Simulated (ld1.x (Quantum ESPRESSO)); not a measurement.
# Configuration tests for boron (PAW)

* Element: boron (B)
* Generator: ld1.x (Quantum ESPRESSO) 7.5
* Type: PAW
* Functional: PBE
* Relativity: scalar-relativistic
* Frozen core: [He]
* Valence charge: 3
* Reference configuration: 2s1.75 2p1.25
* Partial waves: 2s (bound): rcut 0.85, rcutus 1.10 bohr; 2s channel at 1.8 Ry: rcut 0.85, rcutus 1.10 bohr; 2p (bound): rcut 1.35, rcutus 1.85 bohr; 2p channel at 2.3 Ry: rcut 1.35, rcutus 1.85 bohr
* Local potential: all-electron potential smoothed inside 1.75 bohr (lloc = -2)
* Core correction: a·sin(br)/r model core, default radius (ld1.x builds one for every PAW set, though the input has nlcc=.false.)
* Augmentation charge: PSQ, radius 0.70 bohr

Energies are relative to the spin-unpolarised reference configuration 2s1.75 2p1.25; without spin polarisation the order of configurations can differ from experiment.

| valence configuration | charge | ΔE all-electron (eV) | error AE − PS (meV) |
| --- | --- | --- | --- |
| 2s2 2p0 | +1 | 6.760 | +1.0 |
| 2s1 2p0 | +2 | 32.182 | -0.8 |
| 2s2 2p1.3 | -0.3 | -2.198 | +0.1 |
| 2s0 2p3 | 0 | 10.261 | +0.4 |
| 2s2 2p0.5 | +0.5 | 1.427 | +0.4 |
| 2s1 2p1 | +1 | 12.901 | -0.4 |

Question: What are ΔE and the potential's error for 2s2 2p1?

Answer: ΔE = -1.460 eV all-electron; the error (AE − PS) is +0.1 meV.
